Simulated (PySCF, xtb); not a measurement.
Sn(Br)(OH)3 (BrH3O3Sn), SMILES [OH][Sn]([OH])([OH])[Br]. One conformer was computed; it need not be the lowest.

Harmonic wavenumbers (cm⁻¹) from xtb with GFN2-xTB at its own minimum, in rising order: 92, 94, 133, 135, 144, 166, 176, 213, 275, 425, 508, 508, 807, 833, 836, 3611, 3617, 3623.

What does PBE-D3(BJ)/def2-SVP (PySCF 2.14.0) give at its own minimum? (An estimate is asked for; the answer gives what the named calculation found.)

54, 54, 140, 141, 155, 178, 178, 191, 250, 584, 616, 616, 870, 870, 874, 3695, 3695, 3696. Paired by order, the mean absolute difference is 51 cm⁻¹ and the zero-point energies are 23.2 and 24.1 kcal/mol.
